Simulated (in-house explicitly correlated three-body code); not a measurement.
Computed with an exponentially correlated three-body code. Model: two electrons around a point charge, non-relativistic, variational in 260 exponentially correlated functions (energies converged to about 1e-7 hartree, or 1e-8 relative for large Z).

For two electrons in a singlet the Kohn-Sham orbital is the square root of half the density, so the exact Kohn-Sham potential and energy parts follow from the density alone, and exchange is minus half the Hartree energy. The Kohn-Sham level equals minus the binding energy of the second electron.

Command:
```bash
python run_hyl.py task.json out
```
Settings (lengths in bohr, energies in hartree):
```
Z                      3.7
interaction_strength   1
functions              260
states_tried           13
```

Run time, properties included: 38 s on 1 thread of AMD EPYC 7R13 Processor (Zen 3), with other jobs on the host.

**Those bound S and P states to n = 4 that converged, binding against the one-electron ion.**

Given: nuclear charge 3.7.

Computed: one-electron threshold -6.845 hartree.

| term | energy (hartree) | binding (eV) | quantum defect |
| --- | --- | --- | --- |
| 1 1S | -11.5329046 | 127.56 | 0.11822 |
| 2 3S | ? | ? | ? |
| 2 1S | -7.81047427 | 26.272 | 0.056975 |
| 2 3P | -7.7994116 | 25.971 | 0.045746 |
| 2 1P | ? | ? | ? |
| 3 3S | -7.29181798 | 12.159 | 0.14383 |
| 3 1S | -7.2655776 | 11.444 | 0.056082 |
| 3 3P | -7.26266313 | 11.365 | 0.045829 |
| 3 1P | -7.246594 | 10.928 | -0.012695 |
| 4 3S | -7.08988805 | 6.6637 | 0.14198 |
| 4 1S | -7.07931625 | 6.3761 | 0.055903 |
| 4 3P | -7.0781188 | 6.3435 | 0.045787 |
| 4 1P | -7.07140207 | 6.1607 | -0.01244 |

Task: What belongs in the row 2 3S?

Result: energy (hartree): -7.90994114; binding (eV): 28.979; quantum defect: 0.14994.

Task: What belongs in the row 2 1P?

Result: energy (hartree): -7.74442301; binding (eV): 24.475; quantum defect: -0.013107.

**Converged states only, values per electron or pair.**

```csv
term,mean r (bohr),mean r squared (bohr²),mean inverse r (1/bohr),mean r12 (bohr),mean inverse r12 (1/bohr),mean cosine,mean p1 dot p2 (bohr⁻²),delta r1 (bohr⁻³),delta r12 (bohr⁻³)
1 1S,0.45177,0.27635,3.3878,0.67605,2.0038,-0.03556,0.38096,13.424,1.1531
2 3S,1.1639,2.2616,2.2183,1.9845,0.5953,-0.010807,0.024932,8.6479,-
2 1S,1.2551,2.691,2.1969,2.1515,0.63644,-0.013591,0.030305,8.5656,0.15637
2 3P,1.0776,1.9556,2.1988,1.8303,0.67213,-0.060387,-0.5693,7.9492,-
2 1P,1.1437,2.2315,2.1836,1.921,0.66959,0.01952,0.49337,8.0814,0.028597
3 3S,2.4751,11.835,2.0086,4.5702,0.27985,-0.0033255,0.0070027,8.2227,-
3 1S,2.6113,13.291,2.0029,4.8388,0.29023,-0.0042846,0.0090158,8.2061,0.045885
3 3P,2.4417,11.673,2.0032,4.5078,0.29849,-0.015753,-0.14194,8.0324,-
3 1P,2.5381,12.675,1.999,4.6903,0.29919,0.0052409,0.13967,8.0658,0.0096187
4 3S,?,?,?,?,?,?,?,?,-
4 1S,4.5244,42.14,1.9356,8.6556,0.16487,-0.0018321,0.0037925,8.1216,0.01917
4 3P,?,?,?,?,?,?,?,?,-
4 1P,4.489,41.786,1.934,8.5839,0.16852,0.0021244,0.057854,8.0631,0.0042223
```

Task: What belongs in the row 4 3S?

Result: mean r (bohr): 4.3419; mean r squared (bohr²): 38.652; mean inverse r (1/bohr): 1.9379; mean r12 (bohr): 8.2921; mean inverse r12 (1/bohr): 0.16083; mean cosine: -0.0013987; mean p1 dot p2 (bohr⁻²): 0.0028678; delta r1 (bohr⁻³): 8.1276.

Task: What belongs in the row 4 3P?

Result: mean r (bohr): 4.3609; mean r squared (bohr²): 39.35; mean inverse r (1/bohr): 1.9357; mean r12 (bohr): 8.3319; mean inverse r12 (1/bohr): 0.16804; mean cosine: -0.0063427; mean p1 dot p2 (bohr⁻²): -0.056224; delta r1 (bohr⁻³): 8.0498.

**Functionals on the exact density and self-consistent, errors are functional minus exact, hybrids only self-consistent, a dash where a self-consistent run leaves the top level unbound.**

```json
{"result": "RPBE", "exchange error (millihartree)": "-0.51987", "correlation error (millihartree)": "-1.6278", "functional driven error (millihartree)": "-2.1476", "density driven error (millihartree)": "-1.2853", "self consistent total error (millihartree)": "-3.4329", "top level plus exact binding (eV)": "19.515"}
{"result": "r2SCAN", "exchange error (millihartree)": "-4.4292", "correlation error (millihartree)": "2.8187", "functional driven error (millihartree)": "-1.6105", "density driven error (millihartree)": "-0.30231", "self consistent total error (millihartree)": "-1.9128", "top level plus exact binding (eV)": "17.681"}
{"result": "LDA PW92", "exchange error (millihartree)": "293.33", "correlation error (millihartree)": "-102.03", "functional driven error (millihartree)": "191.3", "density driven error (millihartree)": "-2.2164", "self consistent total error (millihartree)": "189.09", "top level plus exact binding (eV)": "20.99"}
{"result": "r2SCAN0", "exchange error (millihartree)": "-", "correlation error (millihartree)": "-", "functional driven error (millihartree)": "-", "density driven error (millihartree)": "-", "self consistent total error (millihartree)": "?", "top level plus exact binding (eV)": "?"}
{"result": "AM05", "exchange error (millihartree)": "226.11", "correlation error (millihartree)": "-83.284", "functional driven error (millihartree)": "142.82", "density driven error (millihartree)": "-1.486", "self consistent total error (millihartree)": "141.34", "top level plus exact binding (eV)": "20.883"}
{"result": "BP86", "exchange error (millihartree)": "10.102", "correlation error (millihartree)": "-3.4006", "functional driven error (millihartree)": "6.701", "density driven error (millihartree)": "-0.75618", "self consistent total error (millihartree)": "5.9448", "top level plus exact binding (eV)": "19.518"}
{"result": "LDA VWN5", "exchange error (millihartree)": "293.33", "correlation error (millihartree)": "-102.79", "functional driven error (millihartree)": "190.54", "density driven error (millihartree)": "-2.2087", "self consistent total error (millihartree)": "188.33", "top level plus exact binding (eV)": "20.979"}
{"result": "SCAN", "exchange error (millihartree)": "-4.4292", "correlation error (millihartree)": "2.8187", "functional driven error (millihartree)": "-1.6105", "density driven error (millihartree)": "-0.30231", "self consistent total error (millihartree)": "-1.9128", "top level plus exact binding (eV)": "17.681"}
{"result": "HSE06", "exchange error (millihartree)": "-", "correlation error (millihartree)": "-", "functional driven error (millihartree)": "-", "density driven error (millihartree)": "-", "self consistent total error (millihartree)": "21.456", "top level plus exact binding (eV)": "14.915"}
{"result": "OLYP", "exchange error (millihartree)": "?", "correlation error (millihartree)": "?", "functional driven error (millihartree)": "?", "density driven error (millihartree)": "?", "self consistent total error (millihartree)": "?", "top level plus exact binding (eV)": "?"}
{"result": "TPSS", "exchange error (millihartree)": "-4.0293", "correlation error (millihartree)": "-2.5614", "functional driven error (millihartree)": "-6.5907", "density driven error (millihartree)": "-0.31357", "self consistent total error (millihartree)": "-6.9042", "top level plus exact binding (eV)": "18.295"}
{"result": "BLYP", "exchange error (millihartree)": "10.102", "correlation error (millihartree)": "-4.6407", "functional driven error (millihartree)": "5.4608", "density driven error (millihartree)": "-1.5021", "self consistent total error (millihartree)": "3.9587", "top level plus exact binding (eV)": "19.327"}
{"result": "PBE0", "exchange error (millihartree)": "-", "correlation error (millihartree)": "-", "functional driven error (millihartree)": "-", "density driven error (millihartree)": "-", "self consistent total error (millihartree)": "24.035", "top level plus exact binding (eV)": "14.517"}
{"result": "revTPSS", "exchange error (millihartree)": "-3.4944", "correlation error (millihartree)": "-5.1369", "functional driven error (millihartree)": "-8.6313", "density driven error (millihartree)": "-0.19852", "self consistent total error (millihartree)": "-8.8298", "top level plus exact binding (eV)": "17.974"}
```

Task: What belongs in the row r2SCAN0?

Result: self consistent total error (millihartree): -0.64644; top level plus exact binding (eV): 13.038.

Task: What belongs in the row OLYP?

Result: exchange error (millihartree): 6.7496; correlation error (millihartree): -4.6407; functional driven error (millihartree): 2.1089; density driven error (millihartree): -1.4594; self consistent total error (millihartree): 0.64951; top level plus exact binding (eV): 19.409.

**Density and exact potentials over r, pair density (one pair, times 4 pi r12^2) and exact minus Kohn-Sham pair density over r12.**

| radius (bohr) | radial density (electrons/bohr) | exchange potential (hartree) | intracule density (1/bohr) | Coulomb hole against Kohn-Sham (1/bohr) | correlation potential (hartree) |
| --- | --- | --- | --- | --- | --- |
| 0.0568 | 0.71685 | -3.3139 | 0.048004 | -0.01296 | -0.04 |
| 0.0661 | 0.90713 | -3.2909 | 0.064939 | -0.01689 | -0.036 |
| 0.0768 | 1.1328 | -3.2618 | 0.0874 | -0.02176 | -0.032 |
| 0.0893 | 1.3988 | -3.2246 | 0.11748 | -0.02778 | -0.027 |
| 0.104 | ? | ? | ? | ? | ? |
| 0.121 | 2.0431 | -3.1186 | 0.21035 | -0.04353 | -0.015 |
| 0.14 | 2.3868 | -3.0492 | 0.27558 | -0.05253 | -0.008 |
| 0.163 | 2.7459 | -2.9617 | 0.36177 | -0.06225 | 0 |
| 0.19 | 3.0811 | -2.8562 | 0.46976 | -0.07138 | 0.007 |
| 0.221 | 3.3514 | -2.734 | 0.59781 | -0.07815 | 0.014 |
| 0.257 | 3.5248 | -2.5937 | 0.74477 | -0.08074 | 0.019 |
| 0.299 | 3.5673 | -2.4353 | 0.9042 | -0.07699 | 0.023 |
| 0.347 | 3.4569 | -2.2644 | 1.0596 | -0.06548 | 0.024 |
| 0.404 | ? | ? | ? | ? | ? |
| 0.47 | 2.7637 | -1.8844 | 1.2839 | -0.0192 | 0.02 |
| 0.546 | 2.2497 | -1.6908 | 1.2976 | 0.008348 | 0.016 |
| 0.635 | 1.6934 | -1.4994 | 1.2203 | 0.0313 | 0.012 |
| 0.738 | 1.1683 | -1.3178 | 1.0536 | 0.04363 | 0.008 |
| 0.859 | 0.72388 | -1.1476 | 0.81926 | 0.04318 | 0.005 |
| 0.998 | 0.40056 | -0.99542 | 0.5664 | 0.03282 | 0.003 |
| 1.16 | 0.19277 | -0.85978 | 0.33947 | 0.01892 | 0.002 |
| 1.35 | 0.078368 | -0.74007 | 0.17112 | 0.007534 | 0.001 |

Task: What belongs in the row 0.104?

Result: radial density (electrons/bohr): 1.7059; exchange potential (hartree): -3.1773; intracule density (1/bohr): 0.15778; Coulomb hole against Kohn-Sham (1/bohr): -0.03509; correlation potential (hartree): -0.021.

Task: What belongs in the row 0.404?

Result: radial density (electrons/bohr): 3.1819; exchange potential (hartree): -2.0777; intracule density (1/bohr): 1.1962; Coulomb hole against Kohn-Sham (1/bohr): -0.04544; correlation potential (hartree): 0.023.

The density-driven part is never positive, since each functional's own density lowers its energy. Here it is small beside the functional-driven part (median ratio 0.11), the normal case.
